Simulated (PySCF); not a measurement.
**Working out the ionisation energy of As**

As [Ar] 3d10 4s2 4p3 (4S) → As⁺ [Ar] 3d10 4s2 4p2 (3P). All numbers are calculated (PySCF 2.14, no relativity, point nucleus, in dyall-av2z (16s12p8d, 92 functions)). Frozen: [Ar] 3d10; the 34 highest virtual orbitals dropped. Energies in hartree (1 hartree = 27.21139 eV):

| part | As (lower) | As⁺ (upper) |
| --- | --- | --- |
| UHF | -2234.213716 | -2233.865653 |
| MP2 opposite-spin | -0.043976 | -0.038898 |
| MP2 same-spin | -0.016777 | -0.007747 |

Q: What does Hartree-Fock give?

A: (-2233.865653) − (-2234.213716) = 0.348063 hartree = 9.471 eV.

Q: What do MP2 and SCS-MP2 (6/5 opposite-spin, 1/3 same-spin) give?

A: The opposite-spin parts differ by 0.138 eV and the same-spin parts by 0.246 eV. MP2: 9.471 + (0.138) + (0.246) = 9.855 eV. SCS-MP2: 9.471 + 1.2 × (0.138) + (0.246)/3 = 9.719 eV.

Measured between the centres of the two terms (NIST): 10.008 eV, so MP2 (valence) is off by -0.153 eV.

The calculation is non-relativistic.

A double-zeta basis recovers only part of the correlation energy.

What remains against the reference includes basis incompleteness, the frozen core and correlation beyond second order.
